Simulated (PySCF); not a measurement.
Input for PySCF: R-M06-2X/6-31G* on C4H8O (a complex).

```python
from pyscf import gto, scf, dft, mp
from pyscf.data.elements import chemcore

mol = gto.M(
    atom='''
    C     0.53634921    0.04168888   -0.21938464
    C     0.05303610    0.00578378    0.87660521
    H     0.96403451    0.07326800   -1.19150030
    H    -0.37419022   -0.02476966    1.85746947
    C    -0.47449560    1.37139666    4.35976629
    O    -0.75177258    0.04871951    3.94407773
    C     0.10617014   -0.90125267    4.54460215
    H     0.54919856    1.66521898    4.09663056
    H    -0.60414572    1.48006353    5.44331335
    H    -1.17693377    2.02691656    3.84799567
    H     1.15547940   -0.70743449    4.28981490
    H    -0.17820182   -1.88133170    4.16563383
    H     0.00191995   -0.89289953    5.63627442
    ''',
    basis='6-31g*',
    cart=True,
    charge=0, spin=0, verbose=3, max_memory=1800)
mf = dft.RKS(mol, xc='m062x')
mf.conv_tol = 1e-8
mf.max_cycle = 100
mf.kernel()
if not mf.converged:
    mf = mf.newton().run(mf.mo_coeff, mf.mo_occ)
```

### Question
Predict the final total energy.

### Answer
-232.2377 hartree.
